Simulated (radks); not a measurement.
Results of a calculation; reference values are marked as such.
The caesium anion Cs-, [Xe] 6s2, held by a Watson sphere: a shell of charge +1 at radius R that stands for the Madelung well of a crystal (potential energy -1/R inside, -1/r outside, in hartree with lengths in bohr). Level of theory: scalar-relativistic Kohn-Sham, LDA (Slater exchange, Perdew-Wang correlation), spin-polarised, spherical densities, point nucleus (a radial shooting solver on a logarithmic mesh with Libxc functionals). Response by self-consistent Sternheimer equations with the Hartree and adiabatic LDA kernel, the relativistic mass of each level held fixed and spin-orbit coupling left out. The sphere does not respond.

R (bohr)  e(5s) (eV)  e(5p) (eV)  e(6s) (eV)  <r> 6s (bohr)  sum of <r^2> (bohr^2)  X-ray form factor at sin(theta)/lambda = 0.1 1/angstrom  alpha (bohr^3)
2.63         -29.753     -16.459      -3.273          4.844                  104.0                                                   50.835           256.1
2.82         -29.335     -16.081      -3.271          4.855                  104.5                                                   50.815           257.0
5.04         -26.803     -13.567      -2.915          5.385                  117.3                                                   50.646           372.9
5.51         -26.587     -13.341      -2.797          5.533                  120.9                                                   50.625           416.8
5.62         -26.543     -13.296      -2.770          5.567                  121.8                                                   50.621           427.7
5.94         -26.430     -13.178      -2.689          5.665                  124.3                                                   50.611           460.8
6            -26.411     -13.158      -2.674          5.683                  124.7                                                   50.609           467.1
6.6          -26.242     -12.982      -2.525          5.858                  129.4                                                   50.596           534.2
